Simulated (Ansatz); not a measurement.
Born–Oppenheimer molecular dynamics of Cl2H4NO2Ta (10 atoms, charge 0, multiplicity 1). It starts from a relaxed structure.

Computed with RKS PBE0-D4/def2-SVP (Ansatz 0.2.0).

```yaml
ensemble: NVE (velocity Verlet)
time_step: 1 fs
steps_asked: 100
starting_velocities_drawn_for: 300 K
masses: H 2.014 u
seed: 877832
```

First frame:

```xyz
10
Properties=species:S:1:pos:R:3
Ta 0.074 -0.103 0.201
O 1.912 -0.530 -0.002
H 2.652 0.076 0.117
N -0.640 0.203 2.004
H -1.098 -0.513 2.559
H -0.554 1.082 2.505
Cl -1.284 0.341 -1.650
Cl 0.716 2.195 0.305
O -0.467 -1.887 0.299
H -0.835 -2.770 0.300
```

(1) How far do the bonds stretch over the last three quarters of this one trajectory? (Pairs bonded in most of those frames.)

Results:

(1) 
```
   bond  mean (Å)  spread (Å)  shortest  longest
 Ta1–O2     1.893       0.012      1.87     1.91
 Ta1–N4     1.968       0.019      1.93     1.99
Ta1–Cl7     2.362       0.032      2.30     2.40
Ta1–Cl8     2.380       0.008      2.37     2.39
 Ta1–O9     1.871       0.007      1.86     1.89
  O2–H3     0.964       0.025      0.93     1.00
  N4–H5     1.019       0.008      1.00     1.04
  N4–H6     1.017       0.016      0.99     1.04
 O9–H10     0.961       0.025      0.92     1.00
```

Mean temperature of the second half: 155 K. The conserved energy stayed within 0.65 meV per atom of its start (net change 0.58 meV per atom), so the integration is sound. Over the second half the temperature averaged 0.52 of the 300 K drawn at the start: a run that starts near a minimum puts about half its kinetic energy into the potential. A run of 0.1 ps of so small a system gives no equilibrium averages.

Time of the run: 5.3 min on 4 threads of Arm Neoverse V1 (shared host), peak memory 0.36 GiB.
